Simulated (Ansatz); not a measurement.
Pulling on the As1–H2 bond in AsH (multiplicity 3 held). Energies count from the point at 1.536 Å.


R- and RO- levels are restricted; in cc, def2 and unpolarised 6-31G sets they are followed outwards from rest. U- levels take the lowest unrestricted solution at each point, which mixes spins at long bonds. Active spaces are followed from rest. Levels need not reach the same state.

Cores are frozen in the correlated methods. Filled d and f shells under p-block atoms count as core.

The values were computed with Ansatz (a quantum-chemistry and plane-wave program). Each number belongs to the level named beside it.

| level | energy at R = 6.142 Å (kcal/mol) |
|---|---|
| U-HF/cc-pVTZ | 43.88 |
| U-PBE/cc-pVTZ | 67.93 |
| RO-B3LYP/cc-pVTZ | 119.78 |
| U-B3LYP/cc-pVTZ | 70.23 |
| U-MP2/cc-pVTZ | … |
| U-SCS-MP2/cc-pVTZ | 62.28 |
| U-CCSD(T)/cc-pVTZ | 63.78 |
| FIC-MRCISD on CASSCF(6,5)/cc-pVTZ | 63.30 |
| FIC-MRCISD+Q on CASSCF(6,5)/cc-pVTZ | 63.99 |

Problem. Fill in the missing entries.

Solution. 
- U-MP2/cc-pVTZ, energy at R = 6.142 Å (kcal/mol): 59.24

Doubts at one or more of the structures used: a spin-contaminated determinant (U-HF/cc-pVTZ, U-PBE/cc-pVTZ, U-B3LYP/cc-pVTZ, U-MP2/cc-pVTZ, U-SCS-MP2/cc-pVTZ, U-CCSD(T)/cc-pVTZ); a restricted determinant that unrestricted orbitals would lower (RO-B3LYP/cc-pVTZ).
